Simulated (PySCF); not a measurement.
Computed shifts of a molecule C3H5FOSi, PySCF with KT2/pcSseg-1, GIAO, gas phase, equivalent atoms averaged, in ppm (number of nuclei): ¹³C: 97.0 (1), 82.6 (1), 80.2 (1). ²⁹Si: -33.5 (1). ¹⁹F: -333.4 (1). ¹H: 5.65 (1), 5.21 (2), 3.22 (1), 1.39 (1). References: ¹³C against TMS (σ = 185.1 ppm); ²⁹Si against TMS (σ = 361.9 ppm); ¹⁷O against H2O (σ = 330.4 ppm); ¹⁹F against CFCl3 (σ = 127.1 ppm); ¹H against TMS (σ = 31.47 ppm), references at their B3LYP-D3(BJ)/def2-TZVP geometries, non-relativistic. Coordinates come from a PBE-D3(BJ)/def2-SVP optimisation. One conformer was computed; it need not be the lowest.

### Question
Which molecule gave these data?
(A) F[SiH2]C1=COC1
(B) F/C=C1\CO[SiH2]1
(C) O[Si@H]1C=C[C@H]1F
(D) C#C[Si@H](O)CF

### Answer
D, C#C[Si@H](O)CF
